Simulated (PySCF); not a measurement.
Radial density of Se (selenium, neutral)

UHF, [Ar] 3d10 4s1 4p5, high-spin 3P determinant (an excited configuration). Computed with PySCF 2.14 in aug-cc-pVTZ-PP with ECP10MDF, with a scalar-relativistic core potential. This is the valence pseudo-density: the core potential removes the inner electrons and smooths the orbitals near the nucleus.

```csv
r (bohr),4πr²ρ (e/bohr),4πr²(ρα − ρβ)
0.000597,2.636e-05,0.0000
0.00100,7.439e-05,0.0000
0.00169,0.0002089,0.0000
0.00284,0.0005794,0.0000
0.00478,0.001553,0.0001
0.00803,0.003847,0.0003
0.0135,0.008382,0.0006
0.0227,0.01629,0.0012
0.0382,0.02948,0.0018
0.0643,0.1022,0.0021
0.108,0.7751,0.0015
0.182,4.964,0.0086
0.306,19.95,0.1448
0.515,32.23,0.1767
0.866,11.81,0.1653
1.46,3.745,1.4051
2.45,2.189,0.6783
4.12,0.3239,-0.0284
6.93,0.008506,-0.0048
11.7,2.391e-05,0.0000
```

Energies and moments cover only the electrons outside the core potential.

(1) Where is the radial spin density 4πr²(ρα − ρβ) most negative, and why is it negative at all?

## Answers

(1) Around r = 4.12 bohr, down to -0.0284 e/bohr: exchange with the open shell polarises the paired shells in an unrestricted calculation.
